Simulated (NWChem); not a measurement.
System meant: AlH₂O₂I; SMILES [OH][Al]([OH])[I]

The following NWChem deck was run.

```
start job
memory heap 200 mb stack 900 mb global 1100 mb
geometry units angstroms noautoz
  Al     0.000000     0.000000     1.576931
  I      0.000000     0.000000    -0.912860
  O      0.000000    -1.449504     2.479799
  H      0.000000    -2.321025     2.054190
  O      0.000000     1.449504     2.479799
  H      0.000000     2.321025     2.054190
end
basis spherical
  Al library def2-svp
  I library def2-svp
  O library def2-svp
  H library def2-svp
end
ecp
  I library def2-ecp
end
dft
  odft
  mult 2
  xc b3lyp
  iterations 150
  mulliken
end
task dft energy
```

End of the output:

```
 Summary of "ao basis" -> "" (spherical)
 ------------------------------------------------------------------------------
       Tag                 Description            Shells   Functions and Types
 ---------------- ------------------------------  ------  ---------------------
 Al                         def2-svp                 8       18   4s3p1d
 I                          def2-svp                10       26   4s4p2d
 O                          def2-svp                 6       14   3s2p1d
 H                          def2-svp                 3        5   2s1p

                                 NWChem DFT Module
                                 -----------------

 Summary of "ao basis" -> "ao basis" (spherical)
 ------------------------------------------------------------------------------
       Tag                 Description            Shells   Functions and Types
 ---------------- ------------------------------  ------  ---------------------
 Al                         def2-svp                 8       18   4s3p1d
 I                          def2-svp                10       26   4s4p2d
 O                          def2-svp                 6       14   3s2p1d
 H                          def2-svp                 3        5   2s1p

      Symmetry analysis of basis
      --------------------------

        a1         35
        a2          8
        b1         15
        b2         24

  number of electrons :                   56
  multiplicity        :                    2
 ------------------------------------------------------------------------
  no. of electrons and multiplicity not compatible                  56
 ------------------------------------------------------------------------
 ------------------------------------------------------------------------
  current input line :
    27: task dft energy
 ------------------------------------------------------------------------
 ------------------------------------------------------------------------
 There is an error in the input file
 ------------------------------------------------------------------------
 For more information see the NWChem manual at https://nwchemgit.github.io

0: no. of electrons and multiplicity not compatible:Received an Error in Communication
```

**Question.** What is wrong, and how is it mended?

**Answer.** The program refused the input. Cause: the multiplicity doesn't fit the number of electrons (an even count wants an odd multiplicity, and the reverse). This input runs:
```
start job
memory heap 200 mb stack 900 mb global 1100 mb
geometry units angstroms noautoz
  Al     0.000000     0.000000     1.576931
  I      0.000000     0.000000    -0.912860
  O      0.000000    -1.449504     2.479799
  H      0.000000    -2.321025     2.054190
  O      0.000000     1.449504     2.479799
  H      0.000000     2.321025     2.054190
end
basis spherical
  Al library def2-svp
  I library def2-svp
  O library def2-svp
  H library def2-svp
end
ecp
  I library def2-ecp
end
dft
  xc b3lyp
  iterations 150
  mulliken
end
task dft energy
```
It converges to -691.86911 Ha (B3LYP/def2-SVP with def2 effective core potentials on I).
